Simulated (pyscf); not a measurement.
# `[F][C]([F])([F])[CH2][CH][Cl]`, doublet

Gas-phase minimum from PySCF at ωB97X-D3(BJ)/def2-SVP, one conformer. Other isomers of F–C(F)(F)–CH₂–CH•–Cl were not searched in full and may lie lower. 

SMILES: FC(F)(F)C[CH]Cl
```xyz
10

F     -1.0528    -0.5767     1.5757
C     -1.4075    -0.5300     0.2822
F     -0.8240    -1.5644    -0.3349
F     -2.7351    -0.7123     0.2183
C     -1.0164     0.7994    -0.3494
C      0.4405     1.0965    -0.2766
Cl     1.4979     0.3908    -1.4102
H     -1.3614     0.7747    -1.3950
H     -1.5844     1.5781     0.1826
H      0.9097     1.5407     0.6033
```
Charge 0, spin multiplicity 2.

Bonds (Å): F1–C2 1.342, C2–F3 1.338, C2–F4 1.342, C2–C5 1.523, C5–C6 1.489, C5–H8 1.101, C5–H9 1.101, C6–Cl7 1.703, C6–H10 1.092. Angles (°): F1–C2–F3 107.6, F1–C2–F4 107.6, F1–C2–C5 111.2, F3–C2–F4 107.7, F3–C2–C5 111.8, F4–C2–C5 110.7, C2–C5–C6 113.9, C2–C5–H8 107.1, C2–C5–H9 106.5, C6–C5–H8 110.9, C6–C5–H9 109.9, H8–C5–H9 108.2, C5–C6–Cl7 119.5, C5–C6–H10 122.8 (the first ones only).

Properties at ωB97X-D3(BJ)/def2-SVP:

```yaml
harmonic_wavenumbers_unscaled: 44, 84, 196, 275, 358, 392, 462, 544, 561, 670, 789, 858, 960, 1116, 1158, 1217, 1289, 1329, 1352, 1403, 1439, 3101, 3171, 3259 cm⁻¹
zero_point_energy: 37.2 kcal/mol
rotational_symmetry_number: 1
Entropy of this conformer at 298 K and 1 atm, rigid rotor and harmonic oscillator, modes under 100 cm⁻¹ raised to 100: 359.7 J/(mol K)
dipole_moment: 1.93 D
Spin expectation value S2: 0.754
```

Single-point totals, which compare only within one level:

```tsv
level	total energy (hartree)
ωB97X-D3(BJ)/def2-TZVP	-876.08318
PBE/def2-TZVP	-875.38892
r²SCAN/def2-TZVP	-875.79272
B3LYP-D3(BJ)/def2-TZVP	-876.03226
PBE0-D3(BJ)/def2-TZVP	-875.44253
M06-2X/def2-TZVP	-875.83779
ωB97M-D3(BJ)/def2-TZVP	-876.13850
```

The lowest mode is so soft that the shape along it may change with the basis. Soft torsions are taken as harmonic, which can shift the entropy by several J/(mol K).
